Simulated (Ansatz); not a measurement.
`O[Si](O)(O)[O][AlH][F]` and `O[SiH](F)[Si](O)(O)O` differ in one atom or group.

Ansatz, PBE0-D4/def2-TZVP geometries, multiplicity 1. Each molecule was computed in one conformer, which needn't be the lowest.

| property | `O[Si](O)(O)[O][AlH][F]` |
| --- | --- |
| size of the dipole moment (B3LYP/def2-TZVPP) / D | 1.53 |
| HOMO energy (PBE/def2-TZVPP) / eV | -7.19 |
| HOMO–LUMO gap (B3LYP/def2-TZVPP) / eV | 7.81 |
| size of the dipole moment (ωB97M-V/def2-TZVPP) / D | 1.51 |
| LUMO energy (PBE/def2-TZVPP) / eV | -1.37 |
| HOMO–LUMO gap (PBE/def2-TZVPP) / eV | 5.82 |

Question: Give the same properties after the change, and the shifts. (An estimate is asked.)

Answer: The calculation gave: 
```
                                          property  `O[SiH](F)[Si](O)(O)O`  shift
  size of the dipole moment (B3LYP/def2-TZVPP) / D                    1.45  -0.08
                 HOMO energy (PBE/def2-TZVPP) / eV                   -6.63   0.56
             HOMO–LUMO gap (B3LYP/def2-TZVPP) / eV                    7.43  -0.38
size of the dipole moment (ωB97M-V/def2-TZVPP) / D                    1.45  -0.06
                 LUMO energy (PBE/def2-TZVPP) / eV                   -0.96   0.41
               HOMO–LUMO gap (PBE/def2-TZVPP) / eV                    5.67  -0.15
```

With PBE0 the HOMO rises by 0.97 eV and the LUMO rises by 0.49 eV, so the gap narrows by about 0.48 eV. PBE moves the HOMO by 0.56 eV and ωB97M-V by 1.32 eV. Dipoles are sizes alone; their direction can turn.

B3LYP here is the variant with VWN-RPA as its local correlation; programs differ in this.

Positive LUMOs are unbound, so they and the gaps depend on the basis.
